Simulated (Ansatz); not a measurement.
Ansatz (a program for electronic structure) job for Ti(Cl)3(SH) (Cl3HSTi), SMILES [Cl][Ti]([Cl])([Cl])[SH], multiplicity 1, PBE-D3(BJ)/def2-SVP. 

Ansatz 0.2 input:
```yaml
crystal:
  periodic: [false, false, false]
  atoms:
    - {symbol: Ti, position_ang: [-0.05804279, 0.00792121, -0.00000001]}
    - {symbol: Cl, position_ang: [-0.30872192, 1.24489815, -1.77560587]}
    - {symbol: Cl, position_ang: [-0.30872275, 1.24489825, 1.77560566]}
    - {symbol: Cl, position_ang: [-1.36931963, -1.71592322, -0.00000027]}
    - {symbol: S, position_ang: [2.03107398, -0.85792046, 0.00000050]}
    - {symbol: H, position_ang: [2.55475075, 0.39661660, 0.00000058]}
basis:
  gaussian:
    orbitals: def2-SVP
hamiltonian:
  xc: pbe
  dispersion: d3bj
relax: {f_tol: 0.002, max_steps: 200}
```

Log of the run:

```
WARN ansatz: RAYON_NUM_THREADS=1 ignored (pool sized by the plan → 1); use --threads N
Functional definition: PBE
integrals: 0.07 GiB planned
1228 factors; their error is unknown
mean field: 0.32 GiB planned
mean field evaluation 1: about -71496.7927 eV, gradient 2.1e1 eV
mean field evaluation 2: about -71491.0568 eV, gradient 4.6e1 eV
mean field evaluation 4: about -71496.6783 eV, gradient 2.4e1 eV
mean field evaluation 8: about -71497.8574 eV, gradient 3.9e-5 eV
mean field -71497.85739505 eV, -2627.4977962798 hartree, gradient 6.8e-6 eV, S^2 0.000000; 0 other end points of the search recorded, 0 dependent functions left out
the calculation of the forces begins
reference -71497.85749650 eV, -2627.4978000080 hartree; 45, 45 occupied and 63, 63 virtual orbitals, 1228 factors
relax step   1: F+E_penalty+E_count = -71498.12175048 eV  Δ(F+E_penalty+E_count) = +0.000e0 eV  max|allowed force component| = 2.575e-1 eV/Å  Δτ_max = 0.0000 Å  (45 SCF iters, accepted)
these checks for a lower state are left out or cut short: starts, cluster_reference, orbital_swaps, neighbouring_geometries, increment
integrals: 0.07 GiB planned
1228 factors; their error is unknown
mean field: 0.32 GiB planned
mean field evaluation 16: about -71497.8596 eV, gradient 2.0e-5 eV
mean field -71497.85962752 eV, -2627.4978783215 hartree, gradient 1.3e-5 eV, S^2 0.000000; 0 other end points of the search recorded, 0 dependent functions left out
the calculation of the forces begins
reference -71497.85972900 eV, -2627.4978820509 hartree; 45, 45 occupied and 63, 63 virtual orbitals, 1228 factors
relax step   2: F+E_penalty+E_count = -71498.12349961 eV  Δ(F+E_penalty+E_count) = -1.749e-3 eV  max|allowed force component| = 8.651e-2 eV/Å  Δτ_max = 0.0110 Å  (32 SCF iters, accepted)
these checks for a lower state are left out or cut short: starts, cluster_reference, orbital_swaps, neighbouring_geometries, increment
integrals: 0.07 GiB planned
1228 factors; their error is unknown
mean field: 0.32 GiB planned
mean field -71497.85988520 eV, -2627.4978877912 hartree, gradient 1.4e-5 eV, S^2 0.000000; 0 other end points of the search recorded, 0 dependent functions left out
the calculation of the forces begins
reference -71497.85998666 eV, -2627.4978915196 hartree; 45, 45 occupied and 63, 63 virtual orbitals, 1228 factors
relax step   3: F+E_penalty+E_count = -71498.12369509 eV  Δ(F+E_penalty+E_count) = -1.955e-4 eV  max|allowed force component| = 4.946e-3 eV/Å  Δτ_max = 0.0047 Å  (33 SCF iters, accepted)
these checks for a lower state are left out or cut short: starts, cluster_reference, orbital_swaps, neighbouring_geometries, increment
integrals: 0.07 GiB planned
1228 factors; their error is unknown
mean field: 0.32 GiB planned
mean field evaluation 32: about -71497.8598 eV, gradient 7.8e-5 eV
mean field -71497.85984281 eV, -2627.4978862334 hartree, gradient 7.8e-5 eV, S^2 0.000000; 0 other end points of the search recorded, 0 dependent functions left out
the calculation of the forces begins
reference -71497.85994428 eV, -2627.4978899621 hartree; 45, 45 occupied and 63, 63 virtual orbitals, 1228 factors
relax step   4: F+E_penalty+E_count = -71498.12370273 eV  Δ(F+E_penalty+E_count) = -7.642e-6 eV  max|allowed force component| = 2.417e-3 eV/Å  Δτ_max = 0.0030 Å  (22 SCF iters, accepted)
these checks for a lower state are left out or cut short: starts, cluster_reference, orbital_swaps, neighbouring_geometries, increment
integrals: 0.07 GiB planned
1228 factors; their error is unknown
mean field: 0.32 GiB planned
mean field -71497.85983511 eV, -2627.4978859503 hartree, gradient 2.3e-5 eV, S^2 0.000000; 0 other end points of the search recorded, 0 dependent functions left out
the calculation of the forces begins
reference -71497.85993657 eV, -2627.4978896790 hartree; 45, 45 occupied and 63, 63 virtual orbitals, 1228 factors
relax step   5: F+E_penalty+E_count = -71498.12370340 eV  Δ(F+E_penalty+E_count) = -6.720e-7 eV  max|allowed force component| = 7.175e-4 eV/Å  Δτ_max = 0.0005 Å  (21 SCF iters, accepted)
integrals: 0.07 GiB planned
1228 factors; their error is unknown
mean field: 0.32 GiB planned
mean field -71497.85983511 eV, -2627.4978859503 hartree, gradient 2.3e-5 eV, S^2 0.000000; 1 other end points of the search recorded, 0 dependent functions left out
the calculation of the forces begins
reference -71497.85993657 eV, -2627.4978896790 hartree; 45, 45 occupied and 63, 63 virtual orbitals, 1228 factors
Total energy: -71498.12380487 eV, -2627.5075866599 hartree
Atom 0 at    -0.056569     0.005049    -0.000000 Å, force    -0.000061    -0.000717     0.000000 eV/Å
Atom 1 at    -0.304671     1.247469    -1.777203 Å, force     0.000080     0.000110    -0.000002 eV/Å
Atom 2 at    -0.304672     1.247469     1.777203 Å, force     0.000080     0.000110     0.000002 eV/Å
Atom 3 at    -1.374012    -1.719051    -0.000000 Å, force    -0.000216     0.000159    -0.000000 eV/Å
Atom 4 at     2.036908    -0.866038     0.000001 Å, force     0.000213     0.000520     0.000000 eV/Å
Atom 5 at     2.544034     0.405593     0.000001 Å, force    -0.000096    -0.000183     0.000000 eV/Å
Dipole moment:     0.170126     0.079437     0.000000 e Å
```

Self-consistency was reached.

Cost: very roughly 14 core-seconds.
